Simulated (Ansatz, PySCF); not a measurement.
Dimer: ethylamine (SMILES CCN) (first 10 atoms) with NH3 (SMILES N); geometry from B3LYP-D3(BJ)/def2-TZVP, rigid monomers moved along the line of their centres of mass till N3···H14 is 3.05 Å.
(charge 0, multiplicity 1):
| atom | x (Å) | y (Å) | z (Å) |
|---|---|---|---|
| C | 1.3411 | 0.2681 | 0.3568 |
| C | -0.1120 | 0.6768 | 0.1757 |
| N | -1.0094 | -0.3729 | 0.6788 |
| H | 2.0087 | 1.0483 | -0.0130 |
| H | 1.5587 | 0.0941 | 1.4108 |
| H | 1.5605 | -0.6468 | -0.2013 |
| H | -0.2981 | 0.9239 | -0.8788 |
| H | -0.3093 | 1.5816 | 0.7555 |
| H | -1.9799 | -0.1173 | 0.5373 |
| H | -0.8553 | -1.2390 | 0.1737 |
| N | -0.0067 | -0.2780 | 4.5730 |
| H | 0.2651 | -1.1701 | 4.9708 |
| H | -0.6962 | 0.1265 | 5.1965 |
| H | -0.4647 | -0.4663 | 3.6806 |

Monomers are frozen at their geometry in the pair; levels with a basis set take the counterpoise correction.

Cores are frozen in the correlated methods.

Codes used: Ansatz (an electronic-structure program) with Gaussian orbitals; PySCF for the dispersion terms. Each number belongs to the level named beside it.

PBE/def2-TZVPPD gives -1.96 kcal/mol for the interaction energy.

**Question.** How do the other levels lie against it? Give each less PBE: PBE-D3(BJ)/def2-TZVPPD, r2SCAN/def2-TZVPPD, PBE0/def2-TZVPPD, wB97M-V/def2-TZVPPD, MP2/aug-cc-pVDZ, CCSD(T)/aug-cc-pVDZ.

**Answer.** PBE-D3(BJ)/def2-TZVPPD -0.51; r2SCAN/def2-TZVPPD 0.07; PBE0/def2-TZVPPD 0.11; wB97M-V/def2-TZVPPD -0.21; MP2/aug-cc-pVDZ -0.17; CCSD(T)/aug-cc-pVDZ -0.16 kcal/mol. 2 of 6 lie above PBE; the widest gap is to PBE-D3(BJ)/def2-TZVPPD.
